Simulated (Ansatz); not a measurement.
Geometry optimisation, UKS PBE0/def2-SVP (Ansatz 0.2.0).

input.yaml

```yaml
crystal:
  periodic: [false, false, false]
  atoms:
    - { symbol: Si, position_ang: [0.087534, 0.087628, -0.268794] }
    - { symbol: Cl, position_ang: [0.303212, 0.011856, 3.050008] }
    - { symbol: F, position_ang: [1.450769, -0.003024, -1.126485] }
    - { symbol: Cl, position_ang: [-1.00307, 1.695309, -0.917451] }
    - { symbol: F, position_ang: [-0.743332, -1.260779, -0.572732] }
    - { symbol: O, position_ang: [-0.273474, 0.007006, 4.590117] }
    - { symbol: H, position_ang: [-0.588739, -0.898397, 4.734137] }
magnetization:
  spin_polarized: true
  initial_magnetization: 1
basis:
  gaussian: { orbitals: def2-SVP }
hamiltonian:
  xc: pbe0
relax:
  f_tol: 0.03
  max_steps: 50
```

Command:

```bash
$ ansatz run input.yaml --threads 4 --pin off --max-ram 5120MiB --backend cpu --events-out ev --progress --plain --runs-dir out
```

Where does it end, and by what steps?

The forces met the threshold. The force dipped under the threshold on the way, but the program's further checks kept it going. After 29 steps the energy has fallen by 2.522 eV; Cl2 moved furthest, 1.19 Å. Parted: Cl2–O6 (1.64 → 3.13 Å). Joined: Si1–Cl2 (3.33 → 2.02 Å).

| step | energy less start (eV) | largest force component (eV/Å) | accepted |
| --- | --- | --- | --- |
| 0 | 0.0000 | 1.530 | yes |
| 2 | -0.1687 | 1.773 | yes |
| 4 | -0.6460 | 3.870 | yes |
| 6 | -1.9262 | 2.065 | yes |
| 8 | -2.4585 | 0.752 | yes |
| 10 | -2.5152 | 0.243 | yes |
| 12 | -2.5170 | 0.006 | yes |
| 14 | -2.5157 | 0.403 | no |
| 16 | -2.5171 | 0.318 | no |
| 18 | -2.5189 | 0.072 | yes |
| 20 | -2.5200 | 0.160 | yes |
| 22 | -2.5206 | 0.167 | yes |
| 24 | -2.5213 | 0.026 | yes |
| 26 | -2.5216 | 0.056 | yes |
| 28 | -2.5218 | 0.052 | yes |
| 29 | -2.5220 | 0.011 | yes |

```xyz
7
Properties=species:S:1:pos:R:3
Si 0.029 0.105 -0.098
Cl 0.111 0.275 1.910
F 1.507 -0.047 -0.685
Cl -0.869 1.695 -0.961
F -0.776 -1.222 -0.481
O -0.179 -0.151 4.999
H -0.590 -1.015 4.805
```

Whether the end is a true minimum wasn't checked by a vibrational analysis.

Run time: 5.2 min on 4 threads of AMD EPYC 7R43 64-Core Processor (Zen 3), with other jobs on the host, peak memory 0.42 GiB.
